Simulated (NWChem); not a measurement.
Species: GeAsH₅; SMILES [AsH2][GeH3]

All runs: NWChem. Structure relaxed at the PBE0/def2-SVP level. Total energies compare along this basis series because the functional is fixed.

```csv
level,basis functions,energy (Ha),highest occupied level (eV),orbital gap (eV),dipole (D)
Hartree-Fock/cc-pVDZ,79,-4312.4087,-9.77,13.14,0.52
Hartree-Fock/aug-cc-pVDZ,117,-4312.4115,-9.78,10.74,0.54
Hartree-Fock/cc-pVTZ,156,-4312.5565,-9.78,12.57,0.51
Hartree-Fock/aug-cc-pVTZ,233,-4312.5569,-9.78,10.54,0.52
Hartree-Fock/cc-pVQZ,286,-4312.5637,-9.78,…,0.51
```

Task: What belongs in the gaps?

Result: 
- Hartree-Fock/cc-pVQZ, orbital gap (eV): 11.97
